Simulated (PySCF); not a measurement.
**LiSn⁺: one state, many levels of theory**

State: ³Π (triplet), unpaired electrons σ ↑, π ↑. Set-up: Li cc-pVDZ, Sn cc-pVDZ-PP with ECP28; scalar-relativistic core potentials (PySCF 2.14). De refers to Li⁺ + Sn in their high-spin ground configurations, without counterpoise correction. The functionals are run spin-unrestricted. A positive dipole points towards Sn; it is taken about the centre of mass and depends on that origin.

```json
{"Level": "UHF", "Re (Å)": "3.051", "ωe (cm⁻¹)": "225", "De (eV)": "0.81", "μ (D)": "-9.83"}
{"Level": "UHF-MP2", "Re (Å)": "3.018", "ωe (cm⁻¹)": "235", "De (eV)": "0.84", "μ (D)": "n/a"}
{"Level": "UHF-SCS-MP2", "Re (Å)": "3.022", "ωe (cm⁻¹)": "234", "De (eV)": "0.84", "μ (D)": "n/a"}
{"Level": "UHF-CCSD", "Re (Å)": "3.022", "ωe (cm⁻¹)": "235", "De (eV)": "0.84", "μ (D)": "n/a"}
{"Level": "UHF-CCSD(T)", "Re (Å)": "3.019", "ωe (cm⁻¹)": "236", "De (eV)": "0.85", "μ (D)": "n/a"}
{"Level": "LDA", "Re (Å)": "3.003", "ωe (cm⁻¹)": "224", "De (eV)": "0.94", "μ (D)": "-9.31"}
{"Level": "PBE", "Re (Å)": "3.035", "ωe (cm⁻¹)": "219", "De (eV)": "0.94", "μ (D)": "-9.28"}
{"Level": "TPSS", "Re (Å)": "3.028", "ωe (cm⁻¹)": "222", "De (eV)": "0.93", "μ (D)": "-9.37"}
{"Level": "r²SCAN", "Re (Å)": "3.039", "ωe (cm⁻¹)": "222", "De (eV)": "0.83", "μ (D)": "-9.63"}
{"Level": "PBE0", "Re (Å)": "3.009", "ωe (cm⁻¹)": "227", "De (eV)": "0.91", "μ (D)": "-9.37"}
{"Level": "r²SCAN0", "Re (Å)": "3.016", "ωe (cm⁻¹)": "228", "De (eV)": "0.83", "μ (D)": "-9.61"}
{"Level": "CAM-B3LYP", "Re (Å)": "2.987", "ωe (cm⁻¹)": "231", "De (eV)": "0.91", "μ (D)": "-9.42"}
```

Problem. Which functional lies closest to UHF-CCSD(T) in De, which farthest, and by how much do they differ from it?

Solution. Closest is r²SCAN (+2.0 pm in Re, -5.9 % in ωe, -0.02 eV in De against UHF-CCSD(T) in the same basis), farthest LDA (-1.6 pm in Re, -5.1 % in ωe, +0.09 eV in De). CCSD(T) converges more slowly with the basis than the functionals do and binds too weakly in this one, so the order can change at the basis-set limit.

Problem. What does a quarter of exact exchange do here, going from PBE to PBE0?

Solution. PBE0 less PBE: -2.6 pm in Re, +3.7 % in ωe, -0.03 eV in De. Exact exchange removes part of the self-interaction that spreads semilocal densities, and in most molecules shortens and stiffens the bond and lowers De; so it does here.

Problem. What does a quarter of exact exchange do here, going from r²SCAN to r²SCAN0?

Solution. r²SCAN0 less r²SCAN: -2.3 pm in Re, +2.7 % in ωe, +0.00 eV in De. Exact exchange removes part of the self-interaction that spreads semilocal densities, and in most molecules shortens and stiffens the bond and lowers De; so it does here.

Correlated steps freeze 4 core orbitals. Correlated levels converge slowly with the basis: in double zeta they bind strong bonds too weakly, by up to about 1 eV, and carry superposition errors of some tenths. These are scalar-relativistic numbers at best; spin–orbit coupling would shift them, the dissociation energy most. For an ion De counts to the pair picked by the measured ionisation energies or electron affinities, which need not be the lowest pair at this level. Counting both spins, an empty level lies below a filled one in some of these solutions, because spin and occupation are held. The state is the lowest determinant that a PBE0 search found; another state may lie lower at other levels.
